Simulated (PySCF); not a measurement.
Job for PySCF: R-B3LYP/3-21G on C2H4O2Se (a complex), monomers drawn apart or pushed together.

```python
from pyscf import gto, scf, dft, mp
from pyscf.data.elements import chemcore

mol = gto.M(
    atom='''
    O     1.17233264   -0.93719069    1.04970580
    Se   -0.27466788   -0.30141804    1.37508466
    O    -0.31724838    1.30349628    1.21316146
    C     0.66727849   -0.22203160    4.89638156
    C    -0.59134304    0.16564086    5.07725626
    H     0.99196064   -1.23066495    5.12007155
    H     1.42159160    0.45610762    4.51663173
    H    -0.91158824    1.17489593    4.84972435
    H    -1.34483023   -0.51132251    5.46168580
    ''',
    basis='3-21g',
    charge=0, spin=0, verbose=3, max_memory=1800)
mf = dft.RKS(mol, xc='b3lyp')
mf.conv_tol = 1e-8
mf.max_cycle = 100
mf.kernel()
if not mf.converged:
    mf = mf.newton().run(mf.mo_coeff, mf.mo_occ)
```

Problem. What total energy does the run end on?

Solution. -2617.8767 hartree.
